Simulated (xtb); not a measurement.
InI₂, SMILES [I][In+][I], charge +1. All values are semi-empirical tight-binding results from xtb (GFN2-xTB unless named), good for trends rather than for accurate numbers. Geometry optimised at GFN2-xTB. The multiplicity is an assumed one; other spin states were not compared. The isomer is the one that the SMILES or the coordinates give; other isomers of the formula were not compared.

For metal compounds this method's bond lengths and energies can be far off.

Computed properties:
- point group as xtb finds it = D∞h
- orbital gap = 1.54 eV
- zero-point energy = 0.7 kcal/mol
- G − E(el) at 298.15 K (modified RRHO) = -18.4 kcal/mol
